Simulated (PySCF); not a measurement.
**Cs: excitation energy**

Cs [Xe] 6s1 (2S) → Cs [Xe] 6p1 (2P), as a difference of total energies. Computed with PySCF 2.14 in aug-cc-pwCVTZ-X2C (11s10p8d4f, 109 functions), with scalar relativity by spin-free X2C-1e. Correlated levels: valence and next inner shell: [Kr] 4d10 frozen. The calculations carry no spin-orbit coupling.

Q: Order these methods by the excitation energy they give, lowest first.
A. r2SCAN
B. PBE0
C. LDA
D. SCS-MP2 (valence and next inner shell)

A: A (1.169 eV), B (1.218 eV), D (1.354 eV), C (1.383 eV).

Errors of the correlated levels include the incompleteness of this basis and the frozen core.

For comparison: 1.432 eV (measured; NIST levels, between the centres of gravity of the two terms).
